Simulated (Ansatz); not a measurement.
BiMe2H (C2H7Bi), relaxed as a singlet with RKS PBE-D4/def2-SVP in Ansatz, starting from the GFN2-xTB geometry. Force threshold 0.02 eV/Å.

In the def2 sets Bi takes a core potential; there is no spin–orbit coupling.

Start:

```csv
atom,x (Å),y (Å),z (Å)
Bi1,-0.703,-0.672,1.033
C2,-0.022,-1.280,-1.048
C3,0.505,1.250,0.958
H4,0.994,-1.652,-1.004
H5,-0.061,-0.418,-1.699
H6,-0.670,-2.052,-1.442
H7,0.105,1.965,1.665
H8,0.450,1.666,-0.038
H9,1.538,1.043,1.204
H10,-2.136,0.152,0.370
```

Question: Estimate the energy that the relaxation releases and the steps that it takes.

Answer: 8.5 kJ/mol, in 6 steps; 5.5 s on 2 threads of Intel Xeon Platinum 8559C on a shared host. No frequencies were taken in this run, so the end may be a saddle point.

Question: Does the start keep its bonding and symmetry?

Answer: By distances, no bond broke or formed. The bond that changes most is Bi1–H10, from 1.78 to 1.82 Å (atoms count from 1).

Question: Predict the relaxed structure.

Answer: 
Cartesian coordinates in Å:
```
Bi -0.7270 -0.6661 1.0321
C -0.0162 -1.3015 -1.0653
C 0.5116 1.2756 0.9692
H 1.0256 -1.6658 -0.9851
H -0.0617 -0.4335 -1.7483
H -0.6648 -2.1149 -1.4422
H 0.1461 1.9690 1.7500
H 0.4135 1.7426 -0.0280
H 1.5705 1.0216 1.1660
H -2.1976 0.1731 0.3517
```
Bond lengths: 2 × Bi–C 2.30 Å; 6 × C–H 1.11 Å; 1 × Bi–H 1.82 Å.
